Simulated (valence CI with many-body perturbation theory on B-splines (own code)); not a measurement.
# E1 transitions of Mo²⁷⁺

Method: valence CI with perturbative core correlation (CI+MBPT): five valence electrons over a frozen Dirac-Fock core [Ne], radial functions for each j: 9 s, 9 p, 8 d, 6 f, 3 g, 1 h, with the one-electron correlation potential Σ1, the two-electron term Σ2, the three-electron term Σ3, Breit, model QED; selected CI, second order for the rest (own B-spline code, finite nucleus).

The last digits are not significant, and no measured levels were compared; by estimate large intervals hold to a few tenths of a per cent, small ones and those within an open d or f shell to about a per cent. Among the levels kept, up to 490 cm⁻¹ of a level comes from second order outside the variational space, and about a tenth of that is noise between levels of different J, which matters for small intervals.

Lines 151 to 179 of 179 in falling wavelength, among levels below 204.82 eV, chosen from the strongest by gf and those to the six lowest levels. Wavelengths and rates use the calculated energies. Electric multipoles are in the length gauge, E1 and E2 with the static RPA response of the core. Weak lines are less certain than strong ones. Lines between different terms over intervals too small for the method are left out, as are lines whose strength nearly cancels.

Names give the largest LS component (configuration and term), which can be under half, so a name can repeat, a term be missing and a line seem to break the LS rules; names also repeat where a configuration has a term twice. Letters in brackets count levels of one name in rising energy.

```
λ vac (nm)                  Upper            Lower   A (s⁻¹)  S (a.u.) with core polarisation  S without
     8.375      3s2 3p2 3d 4P_5/2  3s2 3p3 4S°_3/2  1.65e+11                         2.87e-01   2.93e-01
     8.330  3s2 3p2 3d 2F_7/2 [b]  3s2 3p3 2D°_5/2  2.40e+11                         5.48e-01   5.60e-01
     8.324  3s2 3p2 3d 2P_1/2 [a]  3s2 3p3 4S°_3/2  8.61e+10                         4.90e-02   5.02e-02
     8.290  3s2 3p2 3d 2D_3/2 [b]  3s2 3p3 2D°_3/2  1.67e+11                         1.88e-01   1.93e-01
     8.280  3s2 3p2 3d 2D_5/2 [b]  3s2 3p3 2D°_3/2  8.90e+10                         1.50e-01   1.53e-01
     8.232  3s2 3p2 3d 2D_5/2 [c]  3s2 3p3 2D°_5/2  6.41e+09                         1.06e-02   1.08e-02
     8.200      3s2 3p2 3d 4P_3/2  3s2 3p3 4S°_3/2  5.37e+10                         5.85e-02   5.99e-02
     8.178  3s2 3p2 3d 2S_1/2 [b]  3s2 3p3 2P°_1/2  1.07e+06                         5.79e-07   5.79e-07
     8.169  3s2 3p2 3d 2S_1/2 [a]  3s2 3p3 4S°_3/2  1.46e+11                         7.88e-02   8.06e-02
     8.071  3s2 3p2 3d 2D_3/2 [c]  3s2 3p3 2P°_1/2  6.98e+10                         7.24e-02   7.41e-02
     8.063  3s2 3p2 3d 2P_3/2 [b]  3s2 3p3 2D°_5/2  2.11e+09                         2.19e-03   2.25e-03
     7.987  3s2 3p2 3d 2D_3/2 [a]  3s2 3p3 4S°_3/2  3.94e+10                         3.97e-02   4.06e-02
     7.945  3s2 3p2 3d 2D_5/2 [c]  3s2 3p3 2D°_3/2  4.82e+08                         7.16e-04   7.33e-04
     7.859  3s2 3p2 3d 2D_5/2 [a]  3s2 3p3 4S°_3/2  5.54e+10                         7.97e-02   8.15e-02
     7.787  3s2 3p2 3d 2P_3/2 [b]  3s2 3p3 2D°_3/2  3.25e+09                         3.03e-03   3.10e-03
     7.713  3s2 3p2 3d 2D_3/2 [c]  3s2 3p3 2D°_5/2  1.34e+09                         1.21e-03   1.24e-03
     7.623  3s2 3p2 3d 2D_5/2 [d]  3s2 3p3 2D°_5/2  5.45e+09                         7.15e-03   7.31e-03
     7.552  3s2 3p2 3d 2S_1/2 [b]  3s2 3p3 2D°_3/2  1.14e+10                         4.84e-03   4.95e-03
     7.547  3s2 3p2 3d 2P_1/2 [b]  3s2 3p3 4S°_3/2  2.66e+08                         1.13e-04   1.15e-04
     7.461  3s2 3p2 3d 2D_3/2 [c]  3s2 3p3 2D°_3/2  7.94e+07                         6.51e-05   6.62e-05
     7.437  3s2 3p2 3d 2P_1/2 [c]  3s2 3p3 4S°_3/2  5.74e+08                         2.33e-04   2.38e-04
     7.376  3s2 3p2 3d 2D_5/2 [d]  3s2 3p3 2D°_3/2  3.44e+09                         4.09e-03   4.19e-03
     7.336  3s2 3p2 3d 2D_3/2 [b]  3s2 3p3 4S°_3/2  3.44e+08                         2.68e-04   2.75e-04
     7.328  3s2 3p2 3d 2D_5/2 [b]  3s2 3p3 4S°_3/2  2.60e+08                         3.03e-04   3.10e-04
     7.064  3s2 3p2 3d 2D_5/2 [c]  3s2 3p3 4S°_3/2  1.02e+09                         1.06e-03   1.09e-03
     6.939  3s2 3p2 3d 2P_3/2 [b]  3s2 3p3 4S°_3/2  6.93e+08                         4.57e-04   4.69e-04
     6.752  3s2 3p2 3d 2S_1/2 [b]  3s2 3p3 4S°_3/2  8.50e+08                         2.58e-04   2.65e-04
     6.679  3s2 3p2 3d 2D_3/2 [c]  3s2 3p3 4S°_3/2  7.20e+08                         4.23e-04   4.34e-04
     6.611  3s2 3p2 3d 2D_5/2 [d]  3s2 3p3 4S°_3/2  9.58e+08                         8.20e-04   8.39e-04
```
